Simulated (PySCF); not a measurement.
SeHF, SMILES F[SeH].

The structure is a stationary point at B3LYP-D3(BJ)/def2-TZVP.

Level of theory: TDDFT-B3LYP/def2-TZVPD (PySCF).

Vertical excitations. Isolated molecule, no solvent. State labels are in the subgroup Cs.

Computed excitation energies, oscillator strengths and character:
```json
[
 {"state": "S1", "symmetry": "A\"", "energy (eV)": "3.01", "λ (nm)": "412", "f": "0.000", "main pairs": "HOMO→LUMO 100 %"},
 {"state": "S2", "symmetry": "A\"", "energy (eV)": "5.28", "λ (nm)": "235", "f": "0.021", "main pairs": "HOMO→LUMO+1 100 %"},
 {"state": "S3", "symmetry": "A'", "energy (eV)": "6.09", "λ (nm)": "204", "f": "0.008", "main pairs": "HOMO−1→LUMO 96 %"},
 {"state": "S4", "symmetry": "A\"", "energy (eV)": "6.86", "λ (nm)": "181", "f": "0.015", "main pairs": "HOMO→LUMO+2 97 %"},
 {"state": "S5", "symmetry": "A\"", "energy (eV)": "7.06", "λ (nm)": "176", "f": "0.126", "main pairs": "HOMO→LUMO+4 93 %"},
 {"state": "S6", "symmetry": "A'", "energy (eV)": "7.18", "λ (nm)": "173", "f": "0.014", "main pairs": "HOMO→LUMO+3 99 %"},
 {"state": "S7", "symmetry": "A\"", "energy (eV)": "7.35", "λ (nm)": "169", "f": "0.001", "main pairs": "HOMO→LUMO+5 99 %"},
 {"state": "S8", "symmetry": "A\"", "energy (eV)": "7.81", "λ (nm)": "159", "f": "0.017", "main pairs": "HOMO−2→LUMO 95 %"},
 {"state": "S9", "symmetry": "A'", "energy (eV)": "8.24", "λ (nm)": "150", "f": "0.014", "main pairs": "HOMO→LUMO+6 54 %, HOMO−3→LUMO 34 %"},
 {"state": "S10", "symmetry": "A'", "energy (eV)": "8.39", "λ (nm)": "148", "f": "0.007", "main pairs": "HOMO−3→LUMO 48 %, HOMO−1→LUMO+1 29 %, HOMO→LUMO+6 17 %"},
 {"state": "T1", "symmetry": "A\"", "energy (eV)": "2.20", "λ (nm)": "563", "f": "0", "main pairs": "HOMO→LUMO 99 %"},
 {"state": "T2", "symmetry": "A\"", "energy (eV)": "4.79", "λ (nm)": "259", "f": "0", "main pairs": "HOMO→LUMO+1 95 %"},
 {"state": "T3", "symmetry": "A'", "energy (eV)": "5.22", "λ (nm)": "237", "f": "0", "main pairs": "HOMO−1→LUMO 98 %"},
 {"state": "T4", "symmetry": "A\"", "energy (eV)": "6.58", "λ (nm)": "189", "f": "0", "main pairs": "HOMO→LUMO+4 92 %"}
]
```
Triplets are in the Tamm–Dancoff approximation, which puts them higher than full response would, so one can lie above its singlet here.
